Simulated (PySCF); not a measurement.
Working out the excitation energy of Be

Be [He] 2s2 (1S) → Be [He] 2p2 (3P). All numbers are calculated (PySCF 2.14, scalar relativity by spin-free X2C-1e, in aug-cc-pVTZ-DK). Frozen: 1s2. Energies in hartree (1 hartree = 27.21139 eV):

```json
{"part": "UHF", "Be (lower)": "-14.575388", "Be (upper)": "-14.338343"}
{"part": "MP2 opposite-spin", "Be (lower)": "-0.028359", "Be (upper)": "0.000000"}
{"part": "MP2 same-spin", "Be (lower)": "0.000000", "Be (upper)": "-0.006044"}
```

Question: What does Hartree-Fock give?

Answer: (-14.338343) − (-14.575388) = 0.237045 hartree = 6.450 eV.

Question: What do MP2 and SCS-MP2 (6/5 opposite-spin, 1/3 same-spin) give?

Answer: The opposite-spin parts differ by 0.772 eV and the same-spin parts by -0.164 eV. MP2: 6.450 + (0.772) + (-0.164) = 7.058 eV. SCS-MP2: 6.450 + 1.2 × (0.772) + (-0.164)/3 = 7.322 eV.

Measured between the centres of the two terms (NIST): 7.401 eV, so MP2 (valence) is off by -0.343 eV.

What remains against the reference includes basis incompleteness, the frozen core and correlation beyond second order.
